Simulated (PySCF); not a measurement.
**Sb⁺ (antimony, charge +1) across methods**

[Kr] 4d10 5s2 5p2, high-spin 3P determinant. Computed with PySCF 2.14 in def2-TZVPPD with the def2 core potential (28 electrons), with a scalar-relativistic core potential.

| method | E (hartree) | mean ε 5s α (eV) | mean ε 5s β (eV) | mean ε 5p α (eV) | Σ⟨r²⟩ (bohr²) | ⟨S²⟩ |
| --- | --- | --- | --- | --- | --- | --- |
| UHF | -238.96199 | -26.708 | -22.290 | -16.393 | 46.08 | 2.010 |
| PBEsol | -239.6213 | -21.316 | -19.891 | -12.565 | 45.40 | 2.001 |
| LDA | -239.5030 | -21.510 | -20.306 | -12.621 | 45.42 | 2.001 |
| r2SCANh | -239.9630 | -22.380 | -20.287 | -13.342 | 45.30 | 2.004 |
| BP86 | -240.0029 | -21.376 | -20.066 | -12.640 | 45.36 | 2.001 |
| PBE0 | -239.8907 | -22.834 | -20.757 | -13.683 | 45.45 | 2.003 |
| TPSSh | -239.8015 | -21.987 | -20.059 | -13.098 | 45.43 | 2.002 |
| PBE | -239.8782 | -21.245 | -19.847 | -12.555 | 45.50 | 2.002 |

Estimate the same row for r2SCAN.

E (hartree) = -239.9741; mean ε 5s α (eV) = -21.801; mean ε 5s β (eV) = -19.914; mean ε 5p α (eV) = -12.937; Σ⟨r²⟩ (bohr²) = 45.29; ⟨S²⟩ = 2.004.

Energies and moments cover only the electrons outside the core potential.
